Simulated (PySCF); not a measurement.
# Ti+ (titanium, charge +1) across methods

[Ar] 3d2 4p1, one real determinant (an excited configuration). Calculation: PySCF 2.14, in x2c-TZVPPall; the spin-free X2C one-electron Hamiltonian (Gaussian nucleus).

```tsv
method	E (hartree)	mean ε 3p β (eV)	mean ε 3d α (eV)	mean ε 4p α (eV)	Σ⟨r²⟩ (bohr²)	⟨S²⟩
M06	-853.267	-48.917	-14.731	-8.119	33.96	3.750
r2SCAN	-853.288	-46.837	-13.920	-7.814	33.71	3.751
PBEsol	-852.116	-45.985	-13.387	-7.761	33.58	3.750
PBE0	-853.131	-48.637	-15.355	-8.289	33.78	3.751
PBE	-853.094	-46.045	-13.481	-7.794	33.62	3.750
UHF	-852.40263	-55.150	-20.491	-9.391	34.83	3.753
BHandHLYP	-853.324	-51.014	-17.178	-8.582	33.92	3.751
TPSSh	-853.345	-47.259	-14.380	-7.918	33.74	3.751
```

Estimate the same row for LDA.

E (hartree) = -851.209; mean ε 3p β (eV) = -46.137; mean ε 3d α (eV) = -13.466; mean ε 4p α (eV) = -7.813; Σ⟨r²⟩ (bohr²) = 33.50; ⟨S²⟩ = 3.750.

⟨L²⟩ = 13.30 against 20 for a pure G term, so this real determinant mixes terms.
